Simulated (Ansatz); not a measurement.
Input for Ansatz (development build ahead of 0.2.0):

```yaml
crystal:
  periodic: [false, false, false]
  atoms:
    - { symbol: H, position_ang: [-0.9579, -0.93, -0.93] }
    - { symbol: Li, position_ang: [-0.9579, -0.93, 0.93] }
    - { symbol: Li, position_ang: [-0.9579, 0.93, -0.93] }
    - { symbol: H, position_ang: [-0.9579, 0.93, 0.93] }
    - { symbol: Li, position_ang: [0.9579, -0.93, -0.93] }
    - { symbol: H, position_ang: [0.9579, -0.93, 0.93] }
    - { symbol: H, position_ang: [0.9579, 0.93, -0.93] }
    - { symbol: Li, position_ang: [0.9579, 0.93, 0.93] }
basis:
  gaussian: { orbitals: def2-SVP }
hamiltonian:
  xc: hf
```

The input is written out in the form of the current development build from the run's settings.

Results

```json
{
 "Converged": "yes",
 "Total energy": "-32.12890 hartree",
 "Spin squared of the determinant": "0.000"
}
```
